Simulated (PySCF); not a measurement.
**Ionisation energy along the 22-electron series**

Calculated with PySCF 2.14 and a two-component X2C-1e Hamiltonian (Gaussian nucleus, no Breit or QED terms), each ion in its own even-tempered basis scaled to its charge; GMP2 freezes [Ne] and drops the highest virtual spinors. Values in eV. NIST values: (m) measured, (s) semi-empirical, (t) theoretical.

```json
{"ion": "Sb(29+)", "configuration": "[Ar] 3d4", "GHF (spin-free)": "1695.6", "GMP2 (spin-free)": "1695.9", "GHF (screened spin-orbit)": "1696.1", "GMP2 (screened spin-orbit)": "1697.0", "NIST": "1698 ± 4 (t)"}
{"ion": "I(31+)", "configuration": "[Ar] 3d4", "GHF (spin-free)": "1908.3", "GMP2 (spin-free)": "1908.5", "GHF (screened spin-orbit)": "1910.1", "GMP2 (screened spin-orbit)": "1911.3", "NIST": "1911 ± 4 (t)"}
```

(1) Fill in the row of Te(30+).

Results:

(1) configuration: [Ar] 3d4; GHF (spin-free): 1800.4; GMP2 (spin-free): 1800.6; GHF (screened spin-orbit): 1801.5; GMP2 (screened spin-orbit): 1802.6; NIST: 1803 ± 4 (t).
